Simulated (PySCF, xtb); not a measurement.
triflic acid (CHF3O3S), SMILES OS(C(F)(F)F)(=O)=O. The values are those of a single conformer.

Harmonic wavenumbers (cm⁻¹) from GFN2-xTB (xtb) at its own minimum, in rising order: 42, 122, 123, 261, 273, 297, 313, 394, 441, 476, 478, 523, 678, 767, 873, 1077, 1126, 1147, 1184, 1348, 3556.

Q: What does PySCF with B3LYP-D3(BJ)/def2-SVP give at its own minimum? (Estimate from the structure and the level; the computed values follow.)

A: 46, 175, 183, 288, 293, 324, 349, 436, 471, 560, 562, 593, 765, 823, 1111, 1141, 1227, 1260, 1277, 1422, 3746. Paired by order, the mean absolute difference is 74 cm⁻¹ and the zero-point energies are 22.2 and 24.4 kcal/mol.
